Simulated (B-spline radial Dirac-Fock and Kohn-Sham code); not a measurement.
ΔSCF core binding energies without Breit or QED terms, calculated with an atomic code on a B-spline grid.

A sound run for the Si²⁺ ion, configuration 1s2 2s2 2p6 3s2: The ground state converged in 9 iterations, with total energy -288.62343 Ha, virial ratio 1.99565 and highest orbital energy -32.23 eV. ΔSCF binding energies: K (1s) 1875.5 eV, L3 (2p3/2) 132.0 eV. Holes are computed only in closed shells, and unreliable hole states are left out.

A second run, with one unsound setting: The ground state had not converged after 5 iterations, with total energy -288.62337 Ha, virial ratio 1.99629 and highest orbital energy -32.24 eV. ΔSCF binding energies: K (1s) 1875.5 eV, L3 (2p3/2) 132.0 eV (not all states converged, so these are not final). Holes are computed only in closed shells, and unreliable hole states are left out.

```
iter   energy (Ha)        error
   1     -287.69790790  5.47e-01
   2     -288.57084660  1.04e-01
   3     -288.61564674  4.05e-02
   4     -288.62225796  1.59e-02
   5     -288.62336867  3.19e-03
```

Task: Which fault fits the second run best?
A. too few iterations
B. speed of light below Z
C. box too small
D. spline order too low

Result: A. The input had maxit = 5: maxit ends the run before self-consistency.
